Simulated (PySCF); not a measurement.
CHF, SMILES [CH]F (connectivity only; charge and spin as stated), neutral, multiplicity 1. Geometry: B3LYP-D3(BJ)/def2-TZVPD. The isomer is the one that the SMILES or the coordinates give; other isomers of the formula were not compared.

PySCF with TDA-LC-ωPBE/def2-TZVPD puts the lowest singlet excitations at 2.36, 7.07, 8.00, 8.47, 9.06, 9.09 eV.

Task: What are the lowest excitation roots from ADC(2)/aug-cc-pVDZ (PySCF 2.14.0)? (An estimate is asked for; the answer gives what the named calculation found.)

Result: 2.36, 6.63, 7.43, 8.22, 8.31, 8.48 eV. S1 differs by 0.00 eV (second minus first; roots are paired by order, and the bases may differ).
